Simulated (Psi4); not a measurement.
Psi4 input (wB97X-D/6-31G*):

```
memory 1500 MB

molecule {
-1 1
C    -0.70739095    1.40696469   -0.75268804
Si    1.05556192    1.43158572   -0.49864700
C     1.76747712   -0.32945434   -0.28639303
Si    0.71023101   -1.37926594    0.83735708
C    -1.03533119   -1.48594922    0.18595908
Si   -1.83150066    0.24032585   -0.01209568
H    -1.15015388    2.30109546   -1.19075523
H     1.81776143    2.08496070   -1.62650309
H     1.65525996    2.15203299    0.69882349
H     1.79696846   -0.80931939   -1.27019447
H     2.79380735   -0.27697961    0.09038840
H     1.30415977   -2.75111507    1.00276753
H     0.70627258   -0.80652486    2.21615351
H    -1.65164609   -2.11126279    0.83957246
H    -1.00131418   -1.96394689   -0.79860506
H    -2.39170326    0.48217487    1.38085073
H    -3.10803381    0.05247888   -0.79636791
symmetry c1
no_reorient
no_com
}

set {
  basis 6-31G*
  reference rks
  scf_type df
  df_basis_scf def2-universal-jkfit
  dft_radial_points 99
  dft_spherical_points 590
  e_convergence 1e-8
  d_convergence 1e-7
  maxiter 150
}

e = energy('wb97x-d')
print_out(f'\nFINAL {e:.10f} DIPOLE {variable("CURRENT DIPOLE")[0]:.6f} {variable("CURRENT DIPOLE")[1]:.6f} {variable("CURRENT DIPOLE")[2]:.6f}\n')
```

Question: Predict the final energy.

Answer: -989.34996 Eh.
